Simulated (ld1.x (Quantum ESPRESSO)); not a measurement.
**Debugging a pseudopotential input (S, ld1.x (Quantum ESPRESSO) 7.5)**

Command:

```bash
ld1.x < S.in > S.out
```

Input:

```
&input
   title='S', zed=16., rel=0, dft='PBESOL', iswitch=3,
   config='[Ne] 3s2 3p2',
   nld=2, rlderiv=1.80, eminld=-5.0, emaxld=5.0, deld=0.02
 /
 &inputp
   pseudotype=3, lpaw=.true., tm=.true., lloc=-1,
   nlcc=.true., new_core_ps=.true., rcore=1.40,
   which_augfun='PSQ', rmatch_augfun_nc=.true.,
   file_pseudopw='S.UPF', file_wfcaegen='ae.wfc', file_wfcncgen='nc.wfc', file_beta='beta', file_chi='chi', file_wfcusgen='us.wfc'
 /
4
3S  1  0   2.00   0.00  1.05  1.35  0.0
3S  1  0   0.00  -2.50  1.05  1.35  0.0
3P  2  1   2.00   0.00  1.50  1.65  0.0
3P  2  1   0.00   1.20  1.50  1.65  0.0
 &test
   configts(1)='3s2 3p2'
 /
```

Output:

```
Program LD1 v.7.5

 %%%%%%%%%%%%%%%%%%%%%%%%%%%%%%%%%%%%%%%%%%%%%%%%%%%%%%%%%%%%%%%%%%%%%%%%%%%%%%
     Error in routine ld1_readin (1):
     rcloc must be positive
 %%%%%%%%%%%%%%%%%%%%%%%%%%%%%%%%%%%%%%%%%%%%%%%%%%%%%%%%%%%%%%%%%%%%%%%%%%%%%%

     stopping ...
```

Q: This input was made by a single change from one that runs to its end. What was changed?

A: The change: rcloc left out although the local part is a smoothed all-electron potential. The program refuses the input: "ld1_readin: rcloc must be positive".
